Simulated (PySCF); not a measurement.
## A small calculation by hand: oscillator strength and radiative lifetime

isopropylamine (C₃H₉N), SMILES CC(N)C.

Geometry: B3LYP-D3(BJ)/def2-SVP. The values are those of a single conformer.

TDA-PBE0/def2-SVPD in PySCF 2.14.0 puts the first singlet state with f over 0.02 at 7.74 eV (vertical), with the transition dipole (0.750, 0.157, 0.000) in atomic units.

### Question
Find the oscillator strength, the wavelength and the radiative lifetime that this transition would have in vacuum if emission retraced absorption.

### Answer

|μ|² = 0.5871 au, so |μ| = 1.95 D. ΔE = 7.74/27.211 = 0.2844 hartree. f = (2/3) ΔE |μ|² = 0.111 (the program prints 0.111).
λ = 1239.84/7.74 = 160 nm; ν = 62427 cm⁻¹.
Einstein's coefficient A = 0.6670 ν² f s⁻¹ (ν in cm⁻¹) = 2.9e8 s⁻¹, so τ = 1/A = 3.5 ns. This state is S4; the lower singlets have f = 0.017, 0.001, 0.008. The figure is the radiative limit of this one transition; relaxation, internal conversion, crossing to triplets and a medium change what is measured.
